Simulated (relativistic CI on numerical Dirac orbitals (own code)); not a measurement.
## d8 in a ligand field

Computed with a parametric ligand-field model of a d^n configuration (Racah B and C, spin-orbit zeta, crystal field), exact diagonalisation.

Field parameters in Wybourne normalisation: Oh B⁴₀ = 21Dq, B⁴₄ = √(5/14) B⁴₀. The field is a parameter set, without covalency.

**Question.** Lowest levels for B = 490, C = 1740, ζ = 1900 cm⁻¹, Oh, 10Dq = 39200 cm⁻¹?

**Answer.** T2 0 (S 1.00), E 7308 (S 0.02), A1 14211 (S 0.02), E 38481 (S 1.00), T1 38596 (S 0.99), T2 39611 (S 0.98), A2 40405 (S 1.00), T2 44546 (S 0.91), E 45204 (S 0.99) cm⁻¹, with S from ⟨S²⟩ = S(S + 1). The ground level has 2.01 electrons in the cubic e pair.

**Question.** Lowest levels for B = 600, C = 2860, ζ = 790 cm⁻¹, Oh, 10Dq = 36600 cm⁻¹?

**Answer.** T2 0 (S 1.00), E 10444 (S 0.00), A1 19764 (S 0.01), E 36374 (S 1.00), T1 36393 (S 1.00), T2 36809 (S 1.00), A2 37042 (S 1.00), T2 43310 (S 0.99), E 43406 (S 1.00) cm⁻¹, with S from ⟨S²⟩ = S(S + 1). The ground level has 2.00 electrons in the cubic e pair.

**Question.** Lowest levels for B = 840, C = 3990, ζ = 210 cm⁻¹, Oh, 10Dq = 32400 cm⁻¹?

**Answer.** T2 0 (S 1.00), E 14569 (S 0.00), A1 26759 (S 0.00), E 32348 (S 1.00), T1 32348 (S 1.00), T2 32454 (S 1.00), A2 32509 (S 1.00), T2 41492 (S 1.00), E 41497 (S 1.00) cm⁻¹, with S from ⟨S²⟩ = S(S + 1). The ground level has 2.00 electrons in the cubic e pair.

**Question.** Lowest levels for B = 870, C = 4280, ζ = 760 cm⁻¹, Oh, 10Dq = 20500 cm⁻¹?

**Answer.** T2 0 (S 1.00), E 15157 (S 0.06), T1 20324 (S 1.00), E 20394 (S 0.98), T2 20741 (S 1.00), A2 20951 (S 1.00), A1 26445 (S 0.24), T1 29025 (S 1.00), A1 29259 (S 0.90) cm⁻¹, with S from ⟨S²⟩ = S(S + 1). The ground level has 2.00 electrons in the cubic e pair.

**Question.** Lowest levels for B = 770, C = 2970, ζ = 880 cm⁻¹, Oh, 10Dq = 23550 cm⁻¹?

**Answer.** T2 0 (S 1.00), E 11880 (S 0.02), A1 21856 (S 0.03), T1 23339 (S 1.00), E 23342 (S 1.00), T2 23819 (S 1.00), A2 24076 (S 1.00), T1 31641 (S 1.00), A1 31683 (S 0.99) cm⁻¹, with S from ⟨S²⟩ = S(S + 1). The ground level has 2.00 electrons in the cubic e pair.
